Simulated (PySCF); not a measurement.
# One molecule, several mistakes: C2GeH8N

Calculated results; nothing here was measured. The program is PySCF 2.14.0, an open-source quantum chemistry code, run on an isolated molecule that a program drew, which may never have been made. The molecule is C2GeH8N (charge 0, doublet), drawn as the SMILES string `[CH2][N](C)[GeH3]`.

Each row is a Hartree-Fock (HF) and frozen-core CCSD(T) single point in the cc-pVDZ basis, meant for a local HF minimum. Run 1 is clean. Each other run has one planted mistake out of seven kinds, and not every kind appears here: one electron removed, one electron added, multiplicity raised by two, geometry at a saddle point, minimal basis STO-3G, one bond length entered in bohr, all coordinates scaled. The reference is restricted for singlets and unrestricted otherwise, and also for a bond in bohr. Adding or removing an electron swaps singlet and doublet. Electrons count all cores. HOMO and LUMO are orbital energies over both spins, the gradient is its largest component, and the lowest frequency (negative if imaginary) is given only where the gradient is small. Bond lengths are over the 11 bonds as drawn. T1 is the CCSD diagnostic: over 0.02 (restricted) or 0.045 (unrestricted) a single reference is doubtful. Germanium has the cc-pVDZ-PP basis, with a core potential (ECP10MDF) in place of its 10 inner electrons, and its 3s, 3p and 3d shells are frozen in CCSD(T).

Geometry of the clean run:
```xyz
12
C2GeH8N, angstrom
C     0.9055   -0.7342   -1.4875
N     0.3768   -0.8502   -0.2009
C     1.2062   -0.3290    0.8694
Ge   -1.4616   -0.8683    0.0114
H     0.3427   -1.1927   -2.2924
H     1.9875   -0.7421   -1.5711
H     1.3150    0.7617    0.8332
H     2.2055   -0.7688    0.8150
H     0.7835   -0.5965    1.8391
H    -1.7510   -1.4876    1.3799
H    -2.0653    0.5434   -0.0410
H    -2.0374   -1.7195   -1.1187
```

| run | electrons | basis functions | <S^2> | HOMO (eV) | LUMO (eV) | gradient (hartree/bohr) | lowest frequency (cm^-1) | mean bond (Å) | longest bond (Å) | T1 | HF (hartree) | CCSD(T) (hartree) | mistake |
|---|---|---|---|---|---|---|---|---|---|---|---|---|---|
| 1 | 59 | 105 | 0.761 | -7.61 | 4.00 | 3.3e-05 | 112 | 1.3401 | 1.851 | 0.0156 | -428.16475 | -428.77855 | no fault |
| 2 | 59 | 105 | 1.549 | -7.67 | 1.62 | 1.0e-02 | - | 1.4644 | 2.903 | 0.0422 | -428.06572 | -428.67299 | one bond length entered in bohr |
| 3 | 59 | 105 | 3.777 | -2.40 | -0.76 | 1.5e-01 | - | 1.3401 | 1.851 | 0.0268 | -427.93531 | -428.52621 | multiplicity raised by two |
| 4 | 59 | 105 | 0.760 | -7.25 | 4.22 | 5.2e-02 | - | 1.2664 | 1.749 | 0.0140 | -428.12512 | -428.72747 | all coordinates scaled |
| 5 | 58 | 105 | 0.000 | -16.94 | -4.39 | 1.4e-01 | - | 1.3401 | 1.851 | 0.0193 | -427.94320 | -428.56284 | one electron removed |
| 6 | 60 | 105 | 0.000 | 1.45 | 8.40 | 8.3e-02 | - | 1.3401 | 1.851 | 0.0195 | -428.04931 | -428.70239 | ? |

**Which mistake was planted in run 6, and what did it cost?**

It counts 60 electrons, one more than the clean run, at the same geometry and basis. So the mistake is: one electron added. Subtracting run 1 and multiplying by 627.51 kcal/mol a hartree, the energy moved by 72.4 kcal/mol in HF and 47.8 kcal/mol in CCSD(T).

Cautions from the logs. Run 6: the HOMO is above zero, so the electron isn't bound and the energy depends on the basis.
